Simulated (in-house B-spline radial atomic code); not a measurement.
A fraction x of an electron is removed from 4p in In⁺, starting from [Kr] 4d10 5s2 and keeping the highest spin. Method: scalar-relativistic (X2C) PW91, spin-polarised, spherical fractional occupations, Fermi nucleus of rms radius 4.6156 fm. Calculated with an all-electron radial atomic-structure program (B-spline basis).

```json
{"x": "0", "E(x) - E(0) (eV)": "0.0000", "4p down level (eV)": "-85.644"}
{"x": "0.1", "E(x) - E(0) (eV)": "8.6442", "4p down level (eV)": "-87.244"}
{"x": "0.16", "E(x) - E(0) (eV)": "13.9079", "4p down level (eV)": "-88.213"}
{"x": "0.37", "E(x) - E(0) (eV)": "32.7928", "4p down level (eV)": "-91.655"}
{"x": "0.48", "E(x) - E(0) (eV)": "42.9754", "4p down level (eV)": "-93.487"}
{"x": "0.5", "E(x) - E(0) (eV)": "44.8485", "4p down level (eV)": "-93.822"}
{"x": "0.51", "E(x) - E(0) (eV)": "45.7876", "4p down level (eV)": "-93.990"}
{"x": "0.71", "E(x) - E(0) (eV)": "?", "4p down level (eV)": "?"}
{"x": "0.77", "E(x) - E(0) (eV)": "70.7971", "4p down level (eV)": "-98.408"}
{"x": "0.96", "E(x) - E(0) (eV)": "?", "4p down level (eV)": "?"}
{"x": "1", "E(x) - E(0) (eV)": "93.8884", "4p down level (eV)": "-102.398"}
```

**Question.** What belongs in the row x = 0.71?

**Answer.** An energy change of 64.9236 eV; 4p down at -97.379 eV.

**Question.** What belongs in the row x = 0.96?

**Answer.** An energy change of 89.8065 eV; 4p down at -101.699 eV.

**Question.** Check Janak's theorem between x = 0.1 and 0.16.

**Answer.** The slope of the energy is 87.73 eV; the orbital levels give 87.73 eV (-ε of the emptying orbital, averaged over the two points).
